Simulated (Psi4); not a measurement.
As, charge -1, triplet (a gas-phase anion, which may not be bound at this level); PBE0/6-311G** (Psi4).

Input for Psi4:
```
memory 2 GB

molecule mol {
-1 3
As    0.000000    0.000000    0.000000
}

set {
  basis 6-311g**
  reference uks
}

energy('pbe0')
print_variables()
```

What the program printed (banner, timings and long lists left out):

```
   => Loading Basis Set <=

    Name: 6-311G**
    Role: ORBITAL
    Keyword: BASIS

         ---------------------------------------------------------
                                   SCF
               by Justin Turney, Rob Parrish, Andy Simmonett
                          and Daniel G. A. Smith
                              UKS Reference
         ---------------------------------------------------------

  ==> Geometry <==

    Molecular point group: d2h
    Geometry (in Angstrom), charge = -1, multiplicity = 3:

       Center              X                  Y                   Z               Mass
    ------------   -----------------  -----------------  -----------------  -----------------
         AS           0.000000000000     0.000000000000     0.000000000000    74.921594570000

  Running in d2h symmetry.

  Rotational constants: A = ************  B = ************  C = ************ [cm^-1]
  Rotational constants: A = ************  B = ************  C = ************ [MHz]
  Nuclear repulsion =    0.000000000000000

  Charge       = -1
  Multiplicity = 3
  Electrons    = 34
  Nalpha       = 18
  Nbeta        = 16

  ==> Algorithm <==

  SCF Algorithm Type is DF.
  DIIS enabled.
  MOM disabled.
  Fractional occupation disabled.
  Guess Type is CORE.
  Energy threshold   = 1.00e-06
  Density threshold  = 1.00e-06
  Integral threshold = 1.00e-12

  ==> Primary Basis <==

  Basis Set: 6-311G**
    Blend: 6-311G**
    Number of shells: 18
    Number of basis functions: 44
    Number of Cartesian functions: 47
    Spherical Harmonics?: true
    Max angular momentum: 2

  ==> DFT Potential <==

   => LibXC <=

    Version 7.1.2
    S. Lehtola, C. Steigemann, M. J. T. Oliveira, and M. A. L. Marques,  SoftwareX 7, 1–5 (2018) (10.1016/j.softx.2017.11.002)

   => Composite Functional: PBE0 <=

    PBE0 Hyb-GGA Exchange-Correlation Functional

    C. Adamo and V. Barone,  J. Chem. Phys. 110, 6158 (1999) (10.1063/1.478522)
    M. Ernzerhof and G. E. Scuseria,  J. Chem. Phys. 110, 5029 (1999) (10.1063/1.478401)

    Deriv               =              1
    GGA                 =           TRUE
    Meta                =          FALSE

    Exchange Hybrid     =           TRUE
    MP2 Hybrid          =          FALSE

   => Exchange Functionals <=

    0.7500   Perdew, Burke & Ernzerhof

   => Exact (HF) Exchange <=

    0.2500               HF

   => Correlation Functionals <=

    1.0000   Perdew, Burke & Ernzerhof

   => LibXC Density Thresholds  <==

[...]
   @S   Observed:                1.000000000E+00

    Orbital Energies [Eh]
    ---------------------

    Alpha Occupied:

[...]
    Alpha Virtual:

[...]
    Beta Occupied:

[...]
       3B1u    0.065945

    Beta Virtual:

[...]
      14Ag   901.569491

    Final Occupation by Irrep:
             Ag   B1g   B2g   B3g    Au   B1u   B2u   B3u
    DOCC [     6,    1,    1,    1,    0,    3,    2,    2 ]
    SOCC [     0,    0,    0,    0,    0,    0,    1,    1 ]
    NA   [     6,    1,    1,    1,    0,    3,    3,    3 ]
    NB   [     6,    1,    1,    1,    0,    3,    2,    2 ]

  @DF-UKS Final Energy: -2235.51879442071686

   => Energetics <=

    Nuclear Repulsion Energy =              0.0000000000000000
    One-Electron Energy =               -3123.7030521565079653
    Two-Electron Energy =                 950.7608440200721134
    DFT Exchange-Correlation Energy =     -62.5765862842807294
    Empirical Dispersion Energy =           0.0000000000000000
    VV10 Nonlocal Energy =                  0.0000000000000000
    Total Energy =                      -2235.5187944207168584

  UHF NO Occupations:
  HONO-2 :    6 Ag 1.9988736
  HONO-1 :    3B3u 1.0000000
  HONO-0 :    3B2u 1.0000000
  LUNO+0 :    7 Ag 0.0011264
  LUNO+1 :    4B1u 0.0001422
  LUNO+2 :    8 Ag 0.0000242
  LUNO+3 :    2B1g 0.0000242

Computation Completed

Properties will be evaluated at   0.000000,   0.000000,   0.000000 [a0]

Properties computed using the SCF density matrix

 Multipole Moments:

 ------------------------------------------------------------------------------------
     Multipole            Electronic (a.u.)      Nuclear  (a.u.)        Total (a.u.)
 ------------------------------------------------------------------------------------

 L = 1.  Multiply by 2.5417464519 to convert [e a0] to [Debye]
 Dipole X            :          0.0000000            0.0000000            0.0000000
 Dipole Y            :          0.0000000            0.0000000            0.0000000
 Dipole Z            :          0.0000000            0.0000000            0.0000000
 Magnitude           :                                                    0.0000000

 ------------------------------------------------------------------------------------

  Variable Map:
  ----------------------------------------------------------------------------
[...]
  Array Variable Map:
  ----------------------------------------------------------------------------
[...]
[...]
```
